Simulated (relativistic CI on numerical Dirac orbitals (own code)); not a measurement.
**Ge9+: q coefficients and field-shift factors**

Computed by Dirac-Coulomb-Breit CI, separate exchange-only KLI orbitals for each configuration, derivatives by finite differences, unscaled Slater integrals, QED left out (own radial code, finite nucleus).

Configurations in the expansion (outside the closed core [Ne]): 3s2.3p6.3d5, 3s2.3p5.3d6, 3s2.3p4.3d7, 3s.3p6.3d6, 3s2.3p6.3d4.4s, 3s2.3p6.3d4.4p, 3p6.3d7, 3s2.3p6.3d3.4s2. Levels of other configurations are missing.

With x = (α/α₀)² − 1 an excitation energy changes as ω = ω₀ + qx; K = 2q/ω₀ is the relative enhancement. Terms are leading LS components, so labels can repeat. The field-shift factor is F = δν/δ⟨r²⟩ for the transition from the lowest level.

Lowest level 3s2.3p6.3d5 6S_5/2.

```
              Level  ω₀ (cm⁻¹)  q (cm⁻¹)         K  F (GHz/fm²)
 3s2.3p6.3d5 4G_5/2    63865.5     -1672   -0.0524       0.0616
3s2.3p6.3d5 4G_11/2    64065.7    -568.7   -0.0178        0.067
 3s2.3p6.3d5 4G_7/2    64239.2    -575.2   -0.0179       0.0666
 3s2.3p6.3d5 4G_9/2    64366.7    -153.5  -0.00477       0.0686
 3s2.3p6.3d5 4P_5/2    65450.1     -2579   -0.0788       0.0504
 3s2.3p6.3d5 4P_3/2    66208.4     -1534   -0.0463       0.0548
 3s2.3p6.3d5 4P_1/2    66901.8    -301.3  -0.00901       0.0604
 3s2.3p6.3d5 4D_7/2    75558.0    -524.9   -0.0139       0.0632
 3s2.3p6.3d5 4D_1/2    76666.3      1330    0.0347       0.0709
 3s2.3p6.3d5 4D_5/2    76896.7      1667    0.0434       0.0733
 3s2.3p6.3d5 4D_3/2    77004.8      1937    0.0503        0.074
 3s2.3p6.3d5 2D_5/2    92380.5     -2772     -0.06       0.0728
3s2.3p6.3d5 2I_11/2    93990.2     -1848   -0.0393        0.106
```

At this charge energies of transitions that change n are usually good to better than 1 %, and those within a shell (Δn = 0) to a few per cent. Terms inside the open d or f shell come out 10 to 20 % too wide with unscaled integrals.
